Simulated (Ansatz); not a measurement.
Q: Name a neutral molecule of C, O, S, Si and H with HOMO–LUMO gap (ωB97M-V/def2-TZVPP) between 9.40 and 9.70 eV and LUMO energy (B3LYP/def2-TZVPP) between -2.05 and -1.75 eV (Ansatz, PBE0-D4/def2-TZVP geometry).

A: `O=C[SiH2]CS` (9.59 eV, -1.98 eV). Other molecules can fit too; these were computed, each in one conformer that needn't be the lowest.

B3LYP here is the variant with VWN-RPA as its local correlation; programs differ in this.
